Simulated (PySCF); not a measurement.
Si(H)(F)(Me)(OMe) (C2H7FOSi), SMILES F[SiH](C)OC.

Geometry optimised at B3LYP-D3(BJ)/def2-SVP. The structure was generated by enumeration, and PubChem lists no compound with its InChIKey, so it may never have been made. The values are those of a single conformer.

Two levels are set side by side: TDDFT-PBE/def2-SVPD (PySCF) and TDDFT-LC-ωPBE/def2-SVPD (PySCF). Vertical, same geometry. The lowest singlet is HOMO→LUMO 98 % with PBE and HOMO→LUMO 42 %, HOMO→LUMO+4 27 %, HOMO→LUMO+1 15 % with the other functional; states are paired by order. Differences are taken from unrounded values.

```json
[
 {"quantity": "lowest singlet excitation (eV)", "TDDFT-PBE": "7.02"},
 {"quantity": "lowest triplet excitation (TDA) (eV)", "TDDFT-PBE": "6.85"},
 {"quantity": "first bright state (f over 0.05) (eV)", "TDDFT-PBE": "7.61"},
 {"quantity": "its oscillator strength", "TDDFT-PBE": "0.05"}
]
```

These are the TDDFT-PBE values. What does TDDFT-LC-ωPBE give? (The exact figures need the calculation; the answer reports its results.)


| quantity | TDDFT-LC-ωPBE | TDDFT-PBE minus TDDFT-LC-ωPBE |
|---|---|---|
| lowest singlet excitation (eV) | 8.61 | -1.59 |
| lowest triplet excitation (TDA) (eV) | 8.19 | -1.33 |
| first bright state (f over 0.05) (eV) | 9.44 | -1.83 |
| its oscillator strength | 0.09 | -0.03 |

Functionals without exact exchange tend to place singlet excitations lower, as here. Differences between two approximate levels are no errors against the true value.

Rough cost on one machine, each run with all the roots and properties that it gave: TDDFT-LC-ωPBE against TDDFT-PBE about 6 times.
